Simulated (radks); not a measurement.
All-electron atom: Ho in [Xe] 4f11 6s2. All-electron calculation, scalar-relativistic Kohn-Sham, exchange-only LDA, spin-polarised, spherical densities, finite nucleus; open shells are filled with parallel spins first (spin-orbit coupling, left out, can overturn this in heavy ions); Fermi nuclear charge, rms radius 5.2022 fm. Program: a radial shooting solver on a logarithmic mesh with Libxc functionals.

Unscreened Slater integrals over Kohn-Sham orbitals (cm^-1). They are taken over the spin-up orbitals.

\begin{tabular}{lr}
integral & value \\ \hline
F0(4f,4f) & 247640 \\
F2(4f,4f) & 114140 \\
F4(4f,4f) & 70972 \\
F6(4f,4f) & 50886 \\
F0(4f,6s) & 63831 \\
G3(4f,6s) & 2060.2 \\
F0(4f,5p) & 156110 \\
F2(4f,5p) & 53153 \\
G2(4f,5p) & 29084 \\
G4(4f,5p) & 21953 \\
F0(6s,6s) & 48481 \\
F0(6s,5p) & 61513 \\
G1(6s,5p) & 4191.5 \\
F0(5p,5p) & 130420 \\
F2(5p,5p) & 69627 \\
\end{tabular}

Derived for the open shells (J is the average intra-shell exchange parameter used in DFT+U). 4f: F4/F2 = 0.622, F6/F2 = 0.446, J = (286 F2 + 195 F4 + 250 F6)/6435 = 9200 cm^-1.
